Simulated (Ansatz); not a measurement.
Species: [Hf(N(CH3)2)(H)3] (charge 0, multiplicity 1).

Q: Give a relaxed geometry from r2SCAN-D4/def2-SVP in Ansatz (a program for electronic structure).

A: Several could match; the one computed here: the end point of this relaxation, one of several conformers.
Cartesian coordinates (Å) in one orientation:
```xyz
13

Hf     0.142    -0.129     0.150
N      1.433    -0.634     1.596
C      1.083    -0.516     2.997
C      2.780    -1.104     1.342
H      1.113    -1.495     3.515
H      1.767     0.173     3.529
H      0.056    -0.121     3.107
H      3.534    -0.439     1.805
H      2.942    -2.126     1.736
H      2.982    -1.135     0.256
H     -1.601    -0.483     0.720
H      0.385     1.709     0.030
H      0.594    -0.948    -1.467
```
